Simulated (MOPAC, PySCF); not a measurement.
Potential energy curve for Al2, triplet.

Levels of theory: UKS-BLYP = unrestricted BLYP/cc-pVTZ (PySCF); UKS-CAM-B3LYP = unrestricted CAM-B3LYP/cc-pVTZ in PySCF; UKS-wB97X-V = unrestricted wB97X-V/cc-pVTZ (PySCF); CASSCF(6,8)/cc-pVTZ (PySCF); PM7, unrestricted, heats of formation (MOPAC); UKS-B3LYP/6-31G* = PySCF with unrestricted B3LYP/6-31G*, spherical d; UKS-B3LYP/6-311+G** = unrestricted B3LYP/6-311+G**, spherical d (PySCF 2.14.0); UKS-BP86/6-31G* = unrestricted BP86/6-31G*, spherical d (PySCF).

Minimum and curvature come from a quartic fit to the scan points round the minimum, the wavenumber from the most abundant isotopes. The energy at the longest distance isn't given for restricted levels, nor where a curve turns over.

```json
[
 {"method": "UKS-BLYP", "R at the minimum / Å": "2.791", "force constant / mdyn Å⁻¹": "0.464", "E(8.29 Å) − E(min) / kJ/mol": "132.6", "harmonic wavenumber / cm⁻¹": "242"},
 {"method": "UKS-CAM-B3LYP", "R at the minimum / Å": "2.722", "force constant / mdyn Å⁻¹": "0.605", "E(8.29 Å) − E(min) / kJ/mol": "120.1", "harmonic wavenumber / cm⁻¹": "276"},
 {"method": "UKS-wB97X-V", "R at the minimum / Å": "2.706", "force constant / mdyn Å⁻¹": "0.684", "E(8.29 Å) − E(min) / kJ/mol": "127.3", "harmonic wavenumber / cm⁻¹": "293"},
 {"method": "CASSCF(6,8)", "R at the minimum / Å": "2.784", "force constant / mdyn Å⁻¹": "0.552", "E(8.29 Å) − E(min) / kJ/mol": "101.7", "harmonic wavenumber / cm⁻¹": "264"},
 {"method": "PM7", "R at the minimum / Å": "3.040", "force constant / mdyn Å⁻¹": "3.54", "E(8.29 Å) − E(min) / kJ/mol": "334.2", "harmonic wavenumber / cm⁻¹": "668"},
 {"method": "UKS-B3LYP/6-31G*", "R at the minimum / Å": "2.772", "force constant / mdyn Å⁻¹": "0.608", "E(8.29 Å) − E(min) / kJ/mol": "127.6", "harmonic wavenumber / cm⁻¹": "277"},
 {"method": "UKS-B3LYP/6-311+G**", "R at the minimum / Å": "2.773", "force constant / mdyn Å⁻¹": "0.586", "E(8.29 Å) − E(min) / kJ/mol": "125.6", "harmonic wavenumber / cm⁻¹": "271"},
 {"method": "UKS-BP86/6-31G*", "R at the minimum / Å": "2.786", "force constant / mdyn Å⁻¹": "0.390", "E(8.29 Å) − E(min) / kJ/mol": "148.4", "harmonic wavenumber / cm⁻¹": "222"}
]
```

The scan ran from 2.16 to 8.29 Å; beyond the distances shown one of the unrestricted levels run for this scan, shown here or not, changes its spin distribution in one step.
